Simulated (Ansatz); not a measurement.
[CuCl4]- (CuCl₄⁻). Charge -1, multiplicity 1. Geometry r2SCAN-D4/def2-SVPD.

```
atom   x (Å)   y (Å)   z (Å)
 Cu1   0.000   0.000   0.000
 Cl2  -0.366   2.155   0.338
 Cl3  -1.429  -0.496   1.614
 Cl4   0.372  -2.155  -0.333
 Cl5   1.424   0.495  -1.619
```

LC-ωPBE has ω = 0.4 bohr⁻¹. B3LYP takes the VWN-RPA correlation. This restricted singlet of an open-shell metal (gap down to 0.49 eV) wasn't tested against broken symmetry.

(1) Estimate the orbital energies around the gap (eV) in Ansatz with PBE-D4/def2-TZVPD, BLYP-D4/def2-TZVPD, B3LYP-D4/def2-TZVPD, PBE0-D4/def2-SVPD, LC-ωPBE/def2-TZVPD.

Results:

(1) 
```json
{"orbital": "HOMO−13", "PBE-D4/def2-TZVPD": "-5.93", "BLYP-D4/def2-TZVPD": "-5.83", "B3LYP-D4/def2-TZVPD": "-7.73", "PBE0-D4/def2-SVPD": "-8.31", "LC-ωPBE/def2-TZVPD": "-11.12"}
{"orbital": "HOMO−12", "PBE-D4/def2-TZVPD": "-5.10", "BLYP-D4/def2-TZVPD": "-5.00", "B3LYP-D4/def2-TZVPD": "-7.31", "PBE0-D4/def2-SVPD": "-8.08", "LC-ωPBE/def2-TZVPD": "-10.80"}
{"orbital": "HOMO−11", "PBE-D4/def2-TZVPD": "-5.10", "BLYP-D4/def2-TZVPD": "-5.00", "B3LYP-D4/def2-TZVPD": "-7.31", "PBE0-D4/def2-SVPD": "-8.08", "LC-ωPBE/def2-TZVPD": "-10.80"}
{"orbital": "HOMO−10", "PBE-D4/def2-TZVPD": "-4.78", "BLYP-D4/def2-TZVPD": "-4.57", "B3LYP-D4/def2-TZVPD": "-6.08", "PBE0-D4/def2-SVPD": "-6.62", "LC-ωPBE/def2-TZVPD": "-9.37"}
{"orbital": "HOMO−9", "PBE-D4/def2-TZVPD": "-4.78", "BLYP-D4/def2-TZVPD": "-4.57", "B3LYP-D4/def2-TZVPD": "-5.72", "PBE0-D4/def2-SVPD": "-6.12", "LC-ωPBE/def2-TZVPD": "-8.75"}
{"orbital": "HOMO−8", "PBE-D4/def2-TZVPD": "-4.19", "BLYP-D4/def2-TZVPD": "-4.11", "B3LYP-D4/def2-TZVPD": "-5.72", "PBE0-D4/def2-SVPD": "-6.12", "LC-ωPBE/def2-TZVPD": "-8.75"}
{"orbital": "HOMO−7", "PBE-D4/def2-TZVPD": "-3.92", "BLYP-D4/def2-TZVPD": "-3.76", "B3LYP-D4/def2-TZVPD": "-5.08", "PBE0-D4/def2-SVPD": "-5.44", "LC-ωPBE/def2-TZVPD": "-8.34"}
{"orbital": "HOMO−6", "PBE-D4/def2-TZVPD": "-3.45", "BLYP-D4/def2-TZVPD": "-3.33", "B3LYP-D4/def2-TZVPD": "-4.89", "PBE0-D4/def2-SVPD": "-5.31", "LC-ωPBE/def2-TZVPD": "-8.16"}
{"orbital": "HOMO−5", "PBE-D4/def2-TZVPD": "-3.03", "BLYP-D4/def2-TZVPD": "-2.87", "B3LYP-D4/def2-TZVPD": "-4.23", "PBE0-D4/def2-SVPD": "-4.61", "LC-ωPBE/def2-TZVPD": "-7.35"}
{"orbital": "HOMO−4", "PBE-D4/def2-TZVPD": "-2.96", "BLYP-D4/def2-TZVPD": "-2.83", "B3LYP-D4/def2-TZVPD": "-4.23", "PBE0-D4/def2-SVPD": "-4.61", "LC-ωPBE/def2-TZVPD": "-7.35"}
{"orbital": "HOMO−3", "PBE-D4/def2-TZVPD": "-2.96", "BLYP-D4/def2-TZVPD": "-2.83", "B3LYP-D4/def2-TZVPD": "-4.15", "PBE0-D4/def2-SVPD": "-4.50", "LC-ωPBE/def2-TZVPD": "-7.26"}
{"orbital": "HOMO−2", "PBE-D4/def2-TZVPD": "-2.93", "BLYP-D4/def2-TZVPD": "-2.78", "B3LYP-D4/def2-TZVPD": "-3.98", "PBE0-D4/def2-SVPD": "-4.31", "LC-ωPBE/def2-TZVPD": "-6.89"}
{"orbital": "HOMO−1", "PBE-D4/def2-TZVPD": "-2.93", "BLYP-D4/def2-TZVPD": "-2.77", "B3LYP-D4/def2-TZVPD": "-3.98", "PBE0-D4/def2-SVPD": "-4.31", "LC-ωPBE/def2-TZVPD": "-6.89"}
{"orbital": "HOMO", "PBE-D4/def2-TZVPD": "-2.24", "BLYP-D4/def2-TZVPD": "-2.08", "B3LYP-D4/def2-TZVPD": "-3.34", "PBE0-D4/def2-SVPD": "-3.66", "LC-ωPBE/def2-TZVPD": "-6.39"}
{"orbital": "LUMO", "PBE-D4/def2-TZVPD": "-1.74", "BLYP-D4/def2-TZVPD": "-1.60", "B3LYP-D4/def2-TZVPD": "-1.36", "PBE0-D4/def2-SVPD": "-1.48", "LC-ωPBE/def2-TZVPD": "0.42"}
{"orbital": "LUMO+1", "PBE-D4/def2-TZVPD": "2.69", "BLYP-D4/def2-TZVPD": "2.68", "B3LYP-D4/def2-TZVPD": "2.95", "PBE0-D4/def2-SVPD": "3.38", "LC-ωPBE/def2-TZVPD": "4.25"}
{"orbital": "LUMO+2", "PBE-D4/def2-TZVPD": "3.40", "BLYP-D4/def2-TZVPD": "3.38", "B3LYP-D4/def2-TZVPD": "3.60", "PBE0-D4/def2-SVPD": "4.23", "LC-ωPBE/def2-TZVPD": "4.76"}
{"orbital": "LUMO+3", "PBE-D4/def2-TZVPD": "3.40", "BLYP-D4/def2-TZVPD": "3.38", "B3LYP-D4/def2-TZVPD": "3.60", "PBE0-D4/def2-SVPD": "4.23", "LC-ωPBE/def2-TZVPD": "4.76"}
{"orbital": "LUMO+4", "PBE-D4/def2-TZVPD": "3.80", "BLYP-D4/def2-TZVPD": "3.74", "B3LYP-D4/def2-TZVPD": "3.94", "PBE0-D4/def2-SVPD": "4.57", "LC-ωPBE/def2-TZVPD": "4.89"}
{"orbital": "LUMO+5", "PBE-D4/def2-TZVPD": "3.81", "BLYP-D4/def2-TZVPD": "3.89", "B3LYP-D4/def2-TZVPD": "4.18", "PBE0-D4/def2-SVPD": "5.16", "LC-ωPBE/def2-TZVPD": "5.61"}
```
